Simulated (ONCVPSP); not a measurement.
**Building the ONCV potential for nickel (LDA (Perdew-Wang 92), non-relativistic).**

The input file (ONCVPSP 4.0.1):

```
# ATOM AND REFERENCE CONFIGURATION
# atsym  z   nc   nv     iexc    psfile
  Ni 28.00    3    4  -001012      upf
#
#   n    l    f
    1    0    2.00
    2    0    2.00
    2    1    6.00
    3    0    2.00
    3    1    6.00
    3    2    8.00
    4    0    1.00
#
# PSEUDOPOTENTIAL AND OPTIMIZATION
# lmax
    2
#
#   l,   rc,      ep,       ncon, nbas, qcut
    0    1.10    0.00    3    8   12.40
    1    1.25    0.00    4    7   10.50
    2    0.95    0.00    4    9   15.30
#
# LOCAL POTENTIAL
# lloc, lpopt,  rc(5),   dvloc0
    4    5    0.95    0.00
#
# VANDERBILT-KLEINMAN-BYLANDER PROJECTORs
# l, nproj, debl
    0    2    2.80
    1    1    3.30
    2    2    2.40
#
# MODEL CORE CHARGE
# icmod, fcfact, rcfact
    1    0.25    0.00
#
# LOG DERIVATIVE ANALYSIS
# epsh1, epsh2, depsh
   -6.00    5.00    0.04
#
# OUTPUT GRID
# rlmax, drl
    6.00    0.01
#
# TEST CONFIGURATIONS
# ncnf
    4
# nvcnf
#   n    l    f
    4
    3    0    2.00
    3    1    6.00
    3    2    8.00
    4    0    2.00
#
    4
    3    0    2.00
    3    1    6.00
    3    2    8.00
    4    0    0.00
#
    4
    3    0    2.00
    3    1    6.00
    3    2    7.00
    4    0    0.00
#
    4
    3    0    2.00
    3    1    6.00
    3    2    8.50
    4    0    1.50
#
```

Command:

```bash
oncvpspnr.x < Ni.dat > Ni.out
```

Resulting log (shortened: citation, most of the input echo, consistency checks and plot data are left out):

```
ONCVPSP  (Optimized Norm-Conservinng Vanderbilt PSeudopotential)
scalar-relativistic version 4.0.1

#   n    l    f        energy (Ha)
    1    0    2.00    -2.9820707E+02
    2    0    2.00    -3.5641763E+01
    2    1    6.00    -3.1198339E+01
    3    0    2.00    -4.2855370E+00
    3    1    6.00    -2.9292421E+00
    3    2    8.00    -6.8101039E-01
    4    0    1.00    -4.8787589E-01

Reference configufation results
  iterations    29
  all-electron total energy (Ha)   -1.50522197D+03

Begin loop to  construct optimized pseudo wave functions
and semi-local pseudopoentials for all angular momenta

Calculating optimized projector #   1

 for l=   0

    Fraction of norm inside rc  0.888028
    Optimizing pswf for qcut=  12.38 a_B^-1,  ecut=  76.67 Ha
    Residual kinetic energy error=  2.36D-07 Ha

    Energy error per electron        Cutoff
         Ha          eV             Ha
         0.01000     0.27211       38.54
         0.00100     0.02721       49.98
         0.00010     0.00272       59.08
         0.00001     0.00027       66.17

Calculating optimized projector #   2

 for l=   0

    Fraction of norm inside rc  0.037136
    Optimizing pswf for qcut=  12.38 a_B^-1,  ecut=  76.67 Ha
    Residual kinetic energy error=  6.83D-08 Ha

    Energy error per electron        Cutoff
         Ha          eV             Ha
         0.01000     0.27211       26.63
         0.00100     0.02721       42.11
         0.00010     0.00272       53.58
         0.00001     0.00027       62.45

Calculating optimized projector #   1

 for l=   1

    Fraction of norm inside rc  0.913900
    Optimizing pswf for qcut=  10.49 a_B^-1,  ecut=  54.97 Ha
    Residual kinetic energy error=  2.91D-06 Ha

    Energy error per electron        Cutoff
         Ha          eV             Ha
         0.01000     0.27211       31.68
         0.00100     0.02721       39.85
         0.00010     0.00272       46.44
         0.00001     0.00027       51.79

   Wellstate for l =  2  n =  5
     eigenvalue =   1.7190
     asymptotic potential =   2.2190
     half-point radius =  3.3076

Calculating optimized projector #   1

 for l=   2

    Fraction of norm inside rc  0.580124
    Optimizing pswf for qcut=  15.30 a_B^-1,  ecut= 117.09 Ha
    Residual kinetic energy error=  1.56D-05 Ha

    Energy error per electron        Cutoff
         Ha          eV             Ha
         0.01000     0.27211       80.54
         0.00100     0.02721       95.76
         0.00010     0.00272      107.31
         0.00001     0.00027      138.42

Calculating optimized projector #   2

 for l=   2

    Fraction of norm inside rc  0.050493
    Optimizing pswf for qcut=  15.30 a_B^-1,  ecut= 117.09 Ha
    Residual kinetic energy error=  7.83D-06 Ha

    Energy error per electron        Cutoff
         Ha          eV             Ha
         0.01000     0.27211       70.26
         0.00100     0.02721       89.60
         0.00010     0.00272      104.09
         0.00001     0.00027      116.05

Construct Vanderbilt / Kleinmman-Bylander projectors

B matrix Hermiticity error, ll=   0
   1   2    7.7326E-09

  Orthonormal projector coefficients  1.7041E+01  1.7924E+00

B matrix Hermiticity error, ll=   2
   1   2    1.2274E-08

  Orthonormal projector coefficients -1.7505E+01 -4.3217E+00

Model core correction analysis
  based on d2Exc/dn_idn_j

d2excae - all-electron derivatives

   -4.015626D-02   -3.765625D-02   -2.822359D-02   -1.853377D-03
   -3.765636D-02   -3.613531D-02   -2.725184D-02   -1.770084D-03
   -2.822389D-02   -2.725205D-02   -2.289926D-02   -1.428454D-03
   -1.853414D-03   -1.770114D-03   -1.428470D-03   -1.407714D-04

d2excps - pseudofunction derivatives with no core correction

   -4.284598D-02   -4.047764D-02   -3.241510D-02   -2.130230D-03
   -4.047776D-02   -3.873413D-02   -3.128368D-02   -1.996828D-03
   -3.241539D-02   -3.128389D-02   -2.572486D-02   -1.699509D-03
   -2.130290D-03   -1.996865D-03   -1.699533D-03   -1.656026D-04

rms 2nd derivative error    2.573249E-03

Polynomial model core charge

d2excps - pseudofunction derivatives with core correction

   -3.847611D-02   -3.710325D-02   -2.987557D-02   -1.778297D-03
   -3.710329D-02   -3.591935D-02   -2.907257D-02   -1.728663D-03
   -2.987578D-02   -2.907275D-02   -2.392934D-02   -1.499644D-03
   -1.778325D-03   -1.728690D-03   -1.499662D-03   -1.369837D-04

rms 2nd derivative error    1.020262E-03

Pseudoatom total energy -168.923999

Diagnostic tests using Vanderbilt-Kleinman-Bylander pseudopotentials
  1 or more projectors used as specified by nproj input data

   l    rcore       rmatch      e in        delta e   norm test  slope test

   0   1.1027788   1.1362616  -4.2855370   0.0000055   1.0000021   1.0000033
   0   1.1027788   1.1362616  -0.4878759   0.0000002   1.0000019   1.0000000

   1   1.2503915   1.2883561  -2.9292421   0.0000000   1.0000000   1.0000000

   2   0.9552936   0.9842984  -0.6810104  -0.0000000   1.0000000   1.0000000
   2   0.9552936   0.9842984   1.7189896   0.0000000   1.0000000   1.0000000

 Testing for bound ghosts
   n   l    E NL Schr. Eq   E Basis Diag.   E Cutoff

   1   0       -4.285531       -4.285519    216.58
   2   0       -0.487876       -0.235031    216.58

   2   1       -2.929242       -2.929226     99.64

   3   2       -0.681010       -0.657867    485.17

 Testing for highly-localized positive-energy ghosts
       l    <radius>/rc     E Basis Diag.   E Cutoff

Test configuration 0

   n   l     f        eae           eps        diff
   1   0  2.0000 -298.20707198
   2   0  2.0000  -35.64176320
   2   1  6.0000  -31.19833914
   3   0  2.0000   -4.28553698   -4.28553148    5.50D-06
   3   1  6.0000   -2.92924207   -2.92924207    0.00D+00
   3   2  8.0000   -0.68101039   -0.68101040   -1.64D-08
   4   0  1.0000   -0.48787589   -0.48787565    2.41D-07

    Total energies and differences
      AE_ref= -1.50522197D+03  AE_tst= -1.50522197D+03  dif=  0.00D+00
      PS_ref= -1.68923999D+02  PS_tst= -1.68923999D+02  dif= -1.76D-12
      PSP excitation error=  1.76D-12

Test configuration 1

   n   l     f        eae           eps        diff
   1   0  2.0000 -297.87054172
   2   0  2.0000  -35.31202290
   2   1  6.0000  -30.86798690
   3   0  2.0000   -3.95054457   -3.95063143   -8.69D-05
   3   1  6.0000   -2.59399183   -2.59407387   -8.20D-05
   3   2  8.0000   -0.34854997   -0.34838373    1.66D-04
   4   0  2.0000   -0.21078480   -0.21081678   -3.20D-05

    Total energies and differences
      AE_ref= -1.50522197D+03  AE_tst= -1.50556810D+03  dif= -3.46D-01
      PS_ref= -1.68923999D+02  PS_tst= -1.69270152D+02  dif= -3.46D-01
      PSP excitation error=  1.94D-05

Test configuration 2

   n   l     f        eae           eps        diff
   1   0  2.0000 -298.59741919
   2   0  2.0000  -36.02133388
   2   1  6.0000  -31.57887951
   3   0  2.0000   -4.67188185   -4.67174432    1.38D-04
   3   1  6.0000   -3.31571391   -3.31558850    1.25D-04
   3   2  8.0000   -1.06217883   -1.06243222   -2.53D-04

    Total energies and differences
      AE_ref= -1.50522197D+03  AE_tst= -1.50458382D+03  dif=  6.38D-01
      PS_ref= -1.68923999D+02  PS_tst= -1.68285897D+02  dif=  6.38D-01
      PSP excitation error=  4.07D-05

Test configuration 3

   n   l     f        eae           eps        diff
   1   0  2.0000 -299.35358973
   2   0  2.0000  -36.79859218
   2   1  6.0000  -32.35400049
   3   0  2.0000   -5.40117503   -5.39989931    1.28D-03
   3   1  6.0000   -4.03791138   -4.03654343    1.37D-03
   3   2  7.0000   -1.75248132   -1.75035350    2.13D-03

    Total energies and differences
      AE_ref= -1.50522197D+03  AE_tst= -1.50318547D+03  dif=  2.04D+00
      PS_ref= -1.68923999D+02  PS_tst= -1.66888185D+02  dif=  2.04D+00
      PSP excitation error=  6.87D-04

Test configuration 4

   n   l     f        eae           eps        diff
   1   0  2.0000 -297.76724346
   2   0  2.0000  -35.19697666
   2   1  6.0000  -30.75417960
   3   0  2.0000   -3.84817577   -3.84822197   -4.62D-05
   3   1  6.0000   -2.49391797   -2.49395023   -3.23D-05
   3   2  8.5000   -0.26108460   -0.26124099   -1.56D-04
   4   0  1.5000   -0.18854962   -0.18850026    4.94D-05

    Total energies and differences
      AE_ref= -1.50522197D+03  AE_tst= -1.50562023D+03  dif= -3.98D-01
      PS_ref= -1.68923999D+02  PS_tst= -1.69322294D+02  dif= -3.98D-01
      PSP excitation error=  3.26D-05
```

oncvpspnr.x prints “scalar-relativistic version” in its banner although the run is non-relativistic.

The run took about 3 s on one core of a shared server CPU.
